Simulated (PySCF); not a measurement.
A survey of 31P NMR shifts

[PySCF 2.14: geometry from GFN2-xTB; GIAO PBE0/pcSseg-1 shieldings; a single conformation; non-relativistic Hamiltonian; fast rotation and ring inversion assumed for equivalent nuclei; isolated molecule]

Shieldings were converted by a linear fit to measured shifts: 31P: δ = 270.09 − 0.828σ (rms 18.1 ppm, 64 shifts vs H3PO4, solution or neat liquid). Occasional misses reach two or three times the rms, and more in compound classes unlike the fitted ones.

(1) Give the 31P shifts of `C=C(C)[P@@]1(=O)C[C@@H]1CC`, `C=C[P@@](C)(=O)C1CCC1`.

(2) Match the shifts 33.2, 10.0, -35.1, -57.9, -156.9 ppm to `C=CCP1CCOCC1`, `P1PPP1`, `CCC1=CCC[P@]1(C)=O`, `C=CC[P@](C)(=O)C(=C)C`, `CCP1CC[SiH2]CC1`.

Answers

(1) 
```
                  compound                                        environment  δ (ppm)
C=C(C)[P@@]1(=O)C[C@@H]1CC  phosphorus bonded to 3 C, O, in a 3-membered ring    -52.4
     C=C[P@@](C)(=O)C1CCC1                        phosphorus bonded to 3 C, O     10.5
```

(2) 33.2: CCC1=CCC[P@]1(C)=O (phosphorus bonded to 3 C, O, in a 5-membered ring); 10.0: C=CC[P@](C)(=O)C(=C)C (phosphorus bonded to 3 C, O); -35.1: CCP1CC[SiH2]CC1 (phosphorus bonded to 3 C, in a 6-membered ring); -57.9: C=CCP1CCOCC1 (phosphorus bonded to 3 C, in a 6-membered ring); -156.9: P1PPP1 (phosphorus bonded to 2 P, H, in a 4-membered ring).
